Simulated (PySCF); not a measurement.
From one molecule to another.

First species: C₅H₅F₃Si.
Z-matrix (Å and degrees, GFN2-xTB geometry), rows numbered from 1:
```
F 
C   1  1.3576
C   2  1.3251  1  119.28
Si  3  1.8553  2  119.10  1  -179.98
F   4  1.6049  3  113.01  2   123.76
F   4  1.6050  3  112.98  2  -123.68
C   4  1.8616  3  103.93  2     0.00
C   7  1.3295  4  121.29  3    -0.07
C   2  1.4911  1  110.68  3   179.98
H   3  1.0798  2  118.24  1    -0.00
H   7  1.0811  4  120.39  3   179.99
H   8  1.0843  7  120.07  4  -179.94
H   9  1.0979  2  107.63  1   -56.47
H   9  1.0979  2  107.63  1    56.47
```

Second species: C₅H₅F₃Si.
SMILES: `[Si](F)(F)(C#CCC=C)F`

Levels: CAM-B3LYP/def2-SVPD for dipole moment, HOMO energy, LUMO energy, HOMO–LUMO gap, static isotropic polarisability and electronic spatial extent ⟨r²⟩ about the centre of nuclear charge; TDDFT CAM-B3LYP/def2-SVPD for lowest singlet excitation; TDA CAM-B3LYP/def2-SVPD for lowest triplet excitation (Tamm–Dancoff); GFN2-xTB for rotational constant A and rotational constant C. Geometries: GFN2-xTB. Each structure is a single optimised conformer of the isolated species, non-relativistic unless stated. Electronic properties by PySCF.

Dipoles, sizes and rotational constants follow the conformer. The torsions of the flexible species, by atom-mapped SMILES:
- `[CH2:1]=[CH:2][CH2:3][C:4]#[C:5][Si:6]([F:7])([F:8])[F:9]`: C1–C2–C3–C4 -118°

Problem. Which has the higher dipole moment?

Solution. The second: 4.45 D against 3.41 D, a difference of 1.04 D.

Problem. Which has the higher rotational constant A?

Solution. The second: 3.087 GHz against 2.245 GHz, a difference of 0.842 GHz.

Problem. Which of the two has the higher static isotropic polarisability, and by how much?

Solution. The second: 80.8 au against 76.0 au, a difference of 4.8 au.

Problem. Which has the higher HOMO–LUMO gap?

Solution. The second: 9.83 eV against 9.72 eV, a difference of 0.11 eV.

Problem. Which of the two has the higher T1 energy, and by how much?

Solution. The second: 4.50 eV against 4.35 eV, a difference of 0.15 eV.

Problem. Which of the two has the higher S1 energy, and by how much?

Solution. The first: 6.66 eV against 5.94 eV, a difference of 0.72 eV.

Problem. Which has the higher ⟨r²⟩?

Solution. The second: 2201 bohr² against 1368 bohr², a difference of 833 bohr².

Problem. Which has the higher rotational constant C?

Solution. The first: 0.821 GHz against 0.492 GHz, a difference of 0.329 GHz.

On the first: The polarisability is 11.26 Å³ as a volume (1 au = 0.148185 Å³), or 1.00 au for each of the 76 electrons. In atomic units the dipole is 1.34 e·bohr (1 au = 2.5417 D).

On the second: No computed singlet falls in the visible range (750 to 380 nm, 1.65 to 3.26 eV); S1 lies 2.68 eV above its blue end. The 8 singlets span 5.94 to 8.03 eV, and their oscillator strengths add up to 0.66.
